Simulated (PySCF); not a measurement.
**Exercise with solution: chemical shift, span and skew from a shielding tensor**

B(H)(Me)(SH) (CH₅BS), SMILES CBS. Atoms are numbered in the order given.

```xyz
8

B     -0.6208    -0.4617     0.0000
H     -1.8158    -0.4816     0.0000
C      0.2223    -1.7718     0.0000
H     -0.0464    -2.3802    -0.8713
H     -0.0464    -2.3802     0.8713
H      1.3041    -1.6274     0.0000
S      0.2033     1.1183     0.0000
H     -0.8772     1.9158     0.0000
```
Charge 0, spin multiplicity 1.

The structure is a stationary point at PBE0-D3(BJ)/def2-TZVP. Other conformers were not sampled.

GIAO shieldings from PBE0/pcSseg-2 (PySCF), non-relativistic, no solvent. The symmetric part of the tensor of C3 has the principal values 150.5, 183.1, 186.2 ppm. The same nucleus in TMS has σ = 186.1 ppm at this level (PySCF, at its B3LYP-D3(BJ)/def2-TZVP geometry).

Problem. Work out the isotropic shielding, the ¹³C shift against TMS, the span and the skew.

Solution. 
σ(iso) = (σ11 + σ22 + σ33)/3 = 173.3 ppm. δ = σ(ref) − σ(iso) = 186.1 − (173.3) = 12.8 ppm.
Span Ω = σ33 − σ11 = 35.7 ppm. Skew κ = 3(σ(iso) − σ22)/Ω = -0.83. Tumbling in solution averages the tensor to δ; in a static solid the shielding alone would spread this spin-1/2 line over Ω.
